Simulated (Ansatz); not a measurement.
`F[Si](F)(Cl)[SiH2]Cl`, relaxed with RKS PBE-D4/def2-SVP in the Gaussian-basis code of Ansatz from a rough embedded geometry. The force threshold is 0.03 eV/Å; the program also tests the step.

Charge 0, multiplicity 1.

Start:

```xyz
8

F     1.615   -0.728   -1.461
Si    0.425    0.283   -1.042
F    -0.735    0.197   -2.165
Cl    1.160    2.208   -1.029
Si   -0.441   -0.266    1.006
Cl   -1.168   -2.172    1.119
H     0.665   -0.162    2.084
H    -1.522    0.641    1.488
```

| step | energy (eV) | largest force (eV/Å) | largest move (Å) |
| --- | --- | --- | --- |
| 1 | -46232.1704 | 1.648 | 0.000 |
| 2 | -46232.2483 | 0.247 | 0.115 |
| 3 | -46232.2703 | 0.157 | 0.045 |
| 4 | -46232.2715 | 0.094 | 0.016 |
| 5 | -46232.2721 | 0.010 | 0.015 |

End:

```xyz
8

F     1.605   -0.733   -1.476
Si    0.408    0.273   -1.028
F    -0.741    0.179   -2.175
Cl    1.149    2.197   -1.004
Si   -0.424   -0.259    1.091
Cl   -1.159   -2.205    1.058
H     0.688   -0.151    2.093
H    -1.525    0.698    1.441
```

Hardware: 4 threads of an Arm Neoverse V2 on a shared host. Wall time 6 s, peak host memory 0.16 GiB.
